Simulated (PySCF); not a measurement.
## Vanadium: a sound run and one with changed settings

Sound run: V [Ar] 3d3 4s2, V+ [Ar] 3d4. All numbers are calculated (PySCF 2.14, scalar relativity by spin-free X2C-1e, in Sapporo-DKH3-DZP-2012). In the sound run the correlated levels freeze [Ar]. The sound run starts from symmetry-adapted Hartree-Fock orbitals and uses a fine grid where one is needed.

A second run was set up differently.

```csv
species,method,sound run (hartree),changed run (hartree),converged
V,MP2,-948.17097,-948.43200,yes
V+,MP2,-947.93147,-948.19631,yes
```

Ionisation energy of V:

| method | sound run (eV) | changed run (eV) |
| --- | --- | --- |
| UHF | 6.137 | 6.137 |
| MP2 | 6.517 | 6.414 |
| SCS-MP2 | 6.968 | 6.825 |

What was changed?
A. all electrons correlated in a valence basis
B. too few SCF iterations
C. minimal basis
D. a valence shell is frozen

A. A valence basis has no tight correlating functions, so it recovers only part of the core correlation, and not evenly between atom and ion.
